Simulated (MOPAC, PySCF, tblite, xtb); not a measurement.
Bond stretch in SMILES [OH2+][Al-]([F])([F])[F]. The Al2–O5 bond (Al2 also carries F, F, F; O5 carries H, H) is varied alone, starting from the PBE0/def2-TZVP optimised geometry.

Computed with: GFN1-xTB (xtb); GFN2-xTB, 300 K electronic temperature (tblite); AM1, restricted, heats of formation (MOPAC); UKS-PBE0 = unrestricted PBE0/cc-pVDZ (PySCF).

Energies relative to the lowest point of each curve near equilibrium, in kJ/mol; the last columns give the difference from UKS-PBE0:

```
R / Å  GFN1-xTB  GFN2-xTB    AM1  UKS-PBE0  GFN1-xTB − UKS-PBE0  GFN2-xTB − UKS-PBE0  AM1 − UKS-PBE0
-----  --------  --------  -----  --------  -------------------  -------------------  --------------
1.54       97.0      93.9  150.7     170.4                -73.4                -76.5           -19.7
1.65       36.7      32.3   50.9      74.1                -37.4                -41.8           -23.2
1.74       13.2       9.8   10.3      31.1                -18.0                -21.3           -20.9
1.81        4.2       2.2    0.0      12.5                 -8.3                -10.4           -12.5
1.87        0.7       0.0    1.8       3.9                 -3.2                 -3.9            -2.2
1.92        0.0       0.3    7.5       0.6                 -0.6                 -0.3             6.8
1.96        0.5       1.7   13.0       0.0                  0.5                  1.7            13.0
2.02        2.5       5.0   20.2       1.6                  0.9                  3.4            18.6
2.10        7.0      11.3   24.4       7.1                 -0.2                  4.1            17.2
2.21       15.2      22.1   19.7      18.7                 -3.5                  3.4             1.0
2.37       29.3      40.1      —      38.8                 -9.6                  1.3               —
2.59       50.0      65.2      —      66.2                -16.2                 -1.0               —
2.87       74.6      94.3      —      95.1                -20.5                 -0.8               —
3.14       94.0     116.6      —     116.0                -22.0                  0.6               —
3.49      112.7     136.7      —     135.3                -22.6                  1.4               —
3.87      126.6     149.4      —     149.3                -22.7                  0.1               —
4.19      134.9     155.5      —     157.3                -22.4                 -1.8               —
4.76      144.7     161.1      —     165.9                -21.2                 -4.9               —
5.22      149.6     163.3      —     169.7                -20.1                 -6.4               —
5.83      153.2     165.0      —     172.3                -19.1                 -7.4               —
6.76      155.5     166.4      —     174.3                -18.8                 -7.9               —
```

GFN1-xTB is furthest from UKS-PBE0 at 1.54 (-73.4 kJ/mol, below); its mean absolute difference over the points is 17.2 kJ/mol.

GFN2-xTB is furthest from UKS-PBE0 at 1.54 (-76.5 kJ/mol, below); its mean absolute difference over the points is 9.5 kJ/mol.

AM1 is furthest from UKS-PBE0 at 1.65 (-23.2 kJ/mol, below); its mean absolute difference over the points is 13.5 kJ/mol.

A dash means that the run gave no value there, or that the column was ended at a point which the program doubted or which failed a test of continuity chosen for this set; such a test can also cut sound points.
